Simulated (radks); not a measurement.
Problem. Species: Fe. Configuration: [Ar] 3d6 4s2. Calculated with a radial shooting solver on a logarithmic mesh with Libxc functionals: scalar-relativistic Kohn-Sham, r2SCAN, spin-polarised, spherical densities, finite nucleus; open shells are filled with parallel spins first; meta-GGA in the generalised Kohn-Sham scheme; Fermi nuclear charge, rms radius 3.7377 fm. Some entries of the table are withheld. Estimate them.

orbital  occ.  eigenvalue (hartree)  <1/r> (bohr^-1)
1s down     1             -258.0807            25.97
1s up       1             -258.0800            25.97
2s up       1             -30.48055            5.571
2s down     1             -30.39111            5.582
2p up       3             -25.90812            5.451
2p down     3             -25.84008            5.461
3s up       1              -3.65413            1.748
3s down     1              -3.44955            1.737
3p up       3              -2.35546            1.605
3p down     3              -2.15218            1.592
3d up       5                   (1)            1.229
4s up       1              -0.21536              (2)
4s down     1              -0.18556              (3)
3d down     1                   (4)            1.148

Solution. 
(1) 3d up eigenvalue (hartree): -0.34850
(2) 4s up <1/r> (bohr^-1): 0.4509
(3) 4s down <1/r> (bohr^-1): 0.4060
(4) 3d down eigenvalue (hartree): -0.16541
